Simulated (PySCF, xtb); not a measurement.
Noncovalent pair: C2H2 (SMILES C#C) (first 4 atoms) with CH3F (SMILES CF); geometry from B3LYP-D3(BJ)/def2-TZVP, rigid monomers moved along the line of their centres of mass till H3···F6 is 3.10 Å.
(charge 0, multiplicity 1):
```xyz
9

C     -0.133    -0.106     0.112
C      0.357     0.382    -0.866
H     -0.560    -0.534     0.990
H      0.787     0.811    -1.737
C      0.610    -0.200     4.515
F     -0.497    -0.924     4.067
H      1.093     0.263     3.654
H      0.263     0.563     5.212
H      1.294    -0.888     5.011
```

Monomers are frozen at their geometry in the pair; levels with a basis set take the counterpoise correction. Rows marked so take none.

Rows in 6-31G* carry no dispersion term and start afresh at each structure (6-31G* with six Cartesian d functions).

The values were computed with PySCF for 6-31G* rows; xtb for the GFN methods. Values without a source in brackets are computed.

### Question
What interaction energy does HF/6-31G* (no counterpoise) give?

### Answer
-65 meV

### Question
What is the computed interaction energy (GFN1-xTB)?

### Answer
-20 meV

### Question
Give the interaction energy at the level GFN2-xTB.

### Answer
-40 meV
